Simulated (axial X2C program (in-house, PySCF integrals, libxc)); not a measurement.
CaNb at several levels of theory

All values were computed with an axial X2C code built on PySCF integrals. Spin-free means the one-electron spin-free X2C Hamiltonian; two-component (2c) means X2C with spin–orbit coupling and atomic mean-field two-electron Coulomb and Gaunt terms, so the difference of the two also holds small scalar two-electron terms. Basis: Nb dyall-v2z [9s10p7d2f], Ca dyall-v2z [9s9p3d] (cores contracted in-house); Gaussian nuclei, density fitting, unrestricted open shells. Masses: Nb 92.906 u, Ca 39.963 u.

The run was started with this input:
```json
{
 "zs": [
  41,
  20
 ],
 "q": 0,
 "bas": [
  "dyall-v2z",
  "dyall-v2z"
 ],
 "levels": [
  "PBE0",
  "HF",
  "BLYP",
  "M06"
 ],
 "cc": false,
 "r0": 3.18,
 "npts": 10,
 "nst": 2,
 "ntry": 6
}
```
```bash
python so2c.py task.json out
```

Keys: zs atomic numbers; q charge; bas basis sets; levels methods; cc coupled cluster on or off; r0 starting distance in Å; npts points on the curve; nst determinants followed; ntry starts of the search. HF also brings MP2.

State, spin-free: M_S = 5/2, Λ = 2 (beyond evenly filled blocks: 2 × σα, π+α, π-α, δ+α); electrons by block: σα: 16, σβ: 14, π+α: 7, π+β: 6, π-α: 7, π-β: 6, δ+α: 2, δ+β: 1, δ-α: 1, δ-β: 1. Fragments: Nb + Ca.

State, 2c: Ω = 1/2 (⟨Sz⟩ = 2.50, ⟨Lz⟩ = -2.00 at PBE0); electrons by block: 1/2: 22, -1/2: 21, 3/2: 8, -3/2: 8, 5/2: 1, -5/2: 1. Fragments: Nb + Ca.

```
Hamiltonian  level  Re (Å)  ωe (cm⁻¹)  ωexe (cm⁻¹)  αe (cm⁻¹)  De (eV)  D0 (eV)  k (mdyn/Å)  μ (D)
  spin-free   PBE0   3.258      132.1        0.637   0.000334    0.535    0.527       0.287   0.17
  spin-free     HF   3.725       71.5          1.1   0.000582    0.077    0.072      0.0841  -0.96
  spin-free    MP2   3.232      130.7        0.777   0.000388    0.464    0.456       0.281    n/a
  spin-free   BLYP   3.225      138.7        0.653   0.000332    0.552    0.544       0.317   0.93
  spin-free    M06   3.102      161.6        0.587   0.000309    0.822    0.812        0.43   1.61
         2c   PBE0   3.258      132.0        0.637   0.000334      n/a      n/a       0.287   0.17
         2c     HF   3.725       71.4          1.1   0.000582      n/a      n/a       0.084  -0.96
         2c   BLYP   3.225      138.7        0.653   0.000332      n/a      n/a       0.317   0.92
```

Correlated methods: 23 electrons correlated (number of frozen shells: Nb 3 s, 2 p, 1 d; Ca 2 s, 1 p), 163 virtual spin orbitals or spinors in MP2.

Dipoles are positive if Ca is the positive end.

Dissociation energies refer to the lowest single-determinant-based atoms at the same level and basis. De is not given where an atomic determinant may have missed its ground term or J level, or where the truncated virtual space spoils (T). Density functionals use the spin component along the axis (collinear). The functionals have no current-density term, which raises determinants with orbital currents, atoms included. The atomic limit has a lower orbital projection than the molecule and lies lower at mean-field level, so De may be about a tenth of an eV too small. The state is one determinant with fixed occupations, lowest in a PBE0 search at one distance only: followed along the bond, the spin-free determinant M_S = 5/2, Λ = 0 reaches 0.13 eV lower at PBE0, at Re = 2.887 Å, so the state shown is not the lowest. With several unpaired electrons one determinant need not be a pure state. At some level and bond length an empty orbital lies below a filled one. The determinant is spin-polarised beyond a pure state at some levels (its spin-free form has ⟨S²⟩ too high), which makes Re and μ there less reliable.

No reliable constants came from M06 (2c), MP2 (2c): no minimum in range, unconverged points, a curve that is not smooth, a change of character along it, or the two Hamiltonians disagreeing along it.

Rough cost a point (2c) on 1 thread(s) of a shared host, integrals apart: PBE0 1 s, HF 1.1 s, BLYP 0.6 s.

The whole task took 3.2 min on 1 thread of Arm Neoverse N1, with other jobs on the host.
